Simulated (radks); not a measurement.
Al III, 11 electrons, occupied as [Ne] 3s1. All-electron calculation, non-relativistic Kohn-Sham, Tao-Mo meta-GGA, spin-polarised, spherical densities, point nucleus; open shells are filled with parallel spins first; meta-GGA in the generalised Kohn-Sham scheme. Program: a radial shooting solver on a logarithmic mesh with Libxc functionals.

X-ray form factor f0, the Fourier transform of the density (f0(0) = 11):

| sin(theta)/lambda (1/angstrom) | f0 (electrons) |
|---|---|
| 0.05 | 10.834 |
| 0.1 | 10.392 |
| 0.15 | 9.794 |
| 0.2 | 9.150 |
| 0.25 | 8.519 |
| 0.3 | 7.913 |
| 0.4 | 6.754 |
| 0.5 | 5.661 |
| 0.6 | 4.682 |
| 0.8 | 3.206 |
| 1 | 2.327 |
| 1.25 | 1.759 |
| 1.5 | 1.480 |
| 2 | 1.192 |
